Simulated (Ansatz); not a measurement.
Input for Ansatz (an electronic-structure program): R-PBE0/def2-TZVPPD on CH2N2O (a complex), monomers drawn apart or pushed together. Files ending in .json are basis or fitting sets from the Basis Set Exchange.

Ansatz 0.2 input:
```yaml
crystal:
  periodic: [false, false, false]
  atoms:
    - {symbol: N, position_ang: [-0.34312846, 0.10551158, -0.85592625]}
    - {symbol: N, position_ang: [0.26455742, -0.08135483, 0.03025079]}
    - {symbol: C, position_ang: [0.61280343, -0.32296795, 5.74660348]}
    - {symbol: O, position_ang: [-0.43292058, -0.05421192, 6.26805897]}
    - {symbol: H, position_ang: [0.88156419, -1.35970804, 5.46665793]}
    - {symbol: H, position_ang: [1.36990334, 0.45017495, 5.51320530]}
basis:
  gaussian:
    orbitals: def2-TZVPPD.json
hamiltonian:
  xc: {name: PBE0}
scf: {lower_state_search: off}
```

The head of its log:

```
WARN ansatz: RAYON_NUM_THREADS=2 ignored (pool sized by the plan → 2); use --threads N
Functional definition: PBE0
these checks for a lower state are left out or cut short: stability, starts, cluster_reference, orbital_swaps, neighbouring_geometries, increment
integrals: 0.06 GiB planned
834 factors; their error is unknown
mean field: 0.59 GiB planned
mean field evaluation 1: about -6087.9540 eV, gradient 4.6e1 eV
mean field evaluation 2: about -6082.7963 eV, gradient 7.0e1 eV
```

Predict the final total energy.

-223.8670 hartree.
